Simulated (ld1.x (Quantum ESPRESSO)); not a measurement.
## iridium (Ir), TM: configuration errors across variants

- Element: iridium (Ir)
- Generator: ld1.x (Quantum ESPRESSO) 7.5
- Type: norm-conserving Troullier–Martins (Kleinman–Bylander form)
- Functional: PBEsol
- Relativity: scalar-relativistic
- Frozen core: [Xe] 4f14
- Valence charge: 9
- Reference configuration: 5d7 6s1.5 6p0 (charge +0.5)
- Partial waves: 6s (bound): rc 1.95 bohr; 6p (bound, empty): rc 3.45 bohr; 5d (bound): rc 2.15 bohr
- Local potential: the d channel
- Core correction: Bessel-smoothed model core, default radius (core density twice the valence density)

All-electron excitation energies from the reference (eV): (1) 5d7 6s2 6p0 -4.059; (2) 5d7 6s1 6p0 5.870; (3) 5d7 6s0 6p0 23.365; (4) 5d5 6s0 6p0 97.547; (5) 5d6 6s0 6p0 53.939; (6) 5d8 6s0 6p0 4.619.

Tests that are not counted but printed errors over 1 eV. “base”: 5d6 6s2 6p1 (solver errors, printed error -2.7 eV). “wave 6s (bound): rc 1.95 bohr becomes 6s (bound): rc 1.42 bohr”: 5d6 6s2 6p1 (solver errors, printed error -450 eV). “wave 6s (bound): rc 1.95 bohr becomes 6s (bound): rc 1.60 bohr”: 5d6 6s2 6p1 (solver errors, printed error -2.7 eV). “wave 6s (bound): rc 1.95 bohr becomes 6s (bound): rc 1.84 bohr”: 5d6 6s2 6p1 (solver errors, printed error -2.4 eV). “wave 6s (bound): rc 1.95 bohr becomes 6s (bound): rc 2.06 bohr”: 5d6 6s2 6p1 (solver errors, printed error -2.1 eV).

1 further variants failed, have other tests or too few solved ones, and are left out.

A true bound ghost makes a file unfit for plane-wave use even where its test errors are small: the radial tests pick states by their node count and pass the ghost by. Where a test does run into it, the solver fails or the error is huge.

Errors AE − PS in meV (a dash: test not solved or not reliable):

| change | (1) | (2) | (3) | (4) | (5) | (6) | bound ghosts |
| --- | --- | --- | --- | --- | --- | --- | --- |
| base | +0.3 | -3.7 | -28 | -389 | -91 | -67 | s, p |
| wave 6s (bound): rc 1.95 bohr becomes 6s (bound): rc 1.42 bohr | -5.5 | -11 | -110 | -583 | -217 | -128 | s, p |
| wave 6s (bound): rc 1.95 bohr becomes 6s (bound): rc 1.60 bohr | -0.8 | -4.9 | -38 | -489 | -136 | -59 | s, p |
| wave 6s (bound): rc 1.95 bohr becomes 6s (bound): rc 1.84 bohr | +0.5 | -3.3 | -23 | -412 | -98 | -57 | s, p |
| wave 6s (bound): rc 1.95 bohr becomes 6s (bound): rc 2.06 bohr | 0.0 | -4.1 | -34 | -362 | -84 | -81 | s, p |
| wave 6s (bound): rc 1.95 bohr becomes 6s (bound): rc 2.18 bohr | -0.1 | -4.3 | -36 | -350 | -80 | -87 | s, p |
| wave 6s (bound): rc 1.95 bohr becomes 6s (bound): rc 2.42 bohr | -0.2 | -4.4 | -37 | -344 | -78 | -90 | s, p |
| wave 6s (bound): rc 1.95 bohr becomes 6s (bound): rc 2.74 bohr | 0.0 | -4.2 | -35 | -397 | -100 | -73 | s, p |
| wave 6s (bound): rc 1.95 bohr becomes 6s (bound): rc 2.98 bohr | +0.3 | -4.1 | -37 | -477 | -136 | -51 | s, p |

Question: Give the same row for: wave 6s (bound): rc 1.95 bohr becomes 6s (bound): rc 2.52 bohr.

Answer: -0.1, -4.4, -36, -355, -83, -86; bound ghosts: s, p. Not counted: 5d6 6s2 6p1 (solver errors, printed error -1.9 eV).
